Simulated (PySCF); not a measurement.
# 2-ethylbenzoic acid, C9H10O2

Molfile (atoms numbered from 1):
```
C9H10O2
     RDKit          3D

 21 21  0  0  0  0  0  0  0  0999 V2000
    2.5905    0.1528   -0.1415 C   0  0  0  0  0  0  0  0  0  0  0  0
    1.4138    0.3139   -1.1012 C   0  0  0  0  0  0  0  0  0  0  0  0
    0.1297   -0.2432   -0.5444 C   0  0  0  0  0  0  0  0  0  0  0  0
   -0.2297   -1.5498   -0.8988 C   0  0  0  0  0  0  0  0  0  0  0  0
   -1.3770   -2.1627   -0.4061 C   0  0  0  0  0  0  0  0  0  0  0  0
   -2.2152   -1.4683    0.4640 C   0  0  0  0  0  0  0  0  0  0  0  0
   -1.8891   -0.1681    0.8247 C   0  0  0  0  0  0  0  0  0  0  0  0
   -0.7265    0.4523    0.3402 C   0  0  0  0  0  0  0  0  0  0  0  0
   -0.4365    1.8463    0.7693 C   0  0  0  0  0  0  0  0  0  0  0  0
    0.5850    2.4584    0.5658 O   0  0  0  0  0  0  0  0  0  0  0  0
   -1.4527    2.4053    1.4476 O   0  0  0  0  0  0  0  0  0  0  0  0
    3.5174    0.5314   -0.5985 H   0  0  0  0  0  0  0  0  0  0  0  0
    2.4150    0.7213    0.7820 H   0  0  0  0  0  0  0  0  0  0  0  0
    2.7477   -0.9045    0.1228 H   0  0  0  0  0  0  0  0  0  0  0  0
    1.2938    1.3774   -1.3450 H   0  0  0  0  0  0  0  0  0  0  0  0
    1.6325   -0.2198   -2.0399 H   0  0  0  0  0  0  0  0  0  0  0  0
    0.4189   -2.0975   -1.5878 H   0  0  0  0  0  0  0  0  0  0  0  0
   -1.6191   -3.1850   -0.7067 H   0  0  0  0  0  0  0  0  0  0  0  0
   -3.1207   -1.9360    0.8560 H   0  0  0  0  0  0  0  0  0  0  0  0
   -2.5376    0.3930    1.4977 H   0  0  0  0  0  0  0  0  0  0  0  0
   -1.1499    3.2939    1.6869 H   0  0  0  0  0  0  0  0  0  0  0  0
  1  2  1  0
  2  3  1  0
  3  4  2  0
  4  5  1  0
  5  6  2  0
  6  7  1  0
  7  8  2  0
  8  9  1  0
  9 10  2  0
  9 11  1  0
  8  3  1  0
  1 12  1  0
  1 13  1  0
  1 14  1  0
  2 15  1  0
  2 16  1  0
  4 17  1  0
  5 18  1  0
  6 19  1  0
  7 20  1  0
 11 21  1  0
M  END
```

Computed with TDDFT CAM-B3LYP/def2-SVPD excited states, vertical, gas phase (PySCF 2.14.0). Geometry: PBE0-D3(BJ)/def2-SVP.

(1) How strongly do the lowest singlets absorb one photon, and two photons of half the energy?

Answers

(1) δ for parallel linear polarisation; σ at the peak of a Lorentzian of half width 0.1 eV, single beam; Ω is circular over linear.
| state | E (eV) | f | photon λ (nm) | δ (au) | σ (GM) | Ω | main |
| --- | --- | --- | --- | --- | --- | --- | --- |
| S1 | 4.95 | 0.043 | 501 | 23.9 | 0.21 | 1.34 | HOMO→LUMO 0.78, HOMO−1→LUMO+1 0.14 |
| S2 | 5.18 | 0.004 | 479 | 1.82 | 0.02 | 1.31 | HOMO−2→LUMO 0.79 |
| S3 | 5.59 | 0.149 | 444 | 99.5 | 1.14 | 0.75 | HOMO−1→LUMO 0.72, HOMO→LUMO+1 0.15 |
| S4 | 6.59 | 0.628 | 376 | 24.7 | 0.39 | 0.79 | HOMO→LUMO+1 0.71, HOMO−1→LUMO 0.17 |
| S5 | 6.68 | 0.304 | 371 | 27.1 | 0.44 | 0.69 | HOMO−1→LUMO+1 0.71, HOMO→LUMO 0.12 |
| S6 | 7.07 | 0.000 | 351 | 1.92 | 0.04 | 0.94 | HOMO−4→LUMO 0.81 |

Among these, the strongest one-photon state is S4, the strongest two-photon state S3, with a dipole change of 1.6 D (relaxed, norm of the difference vector).
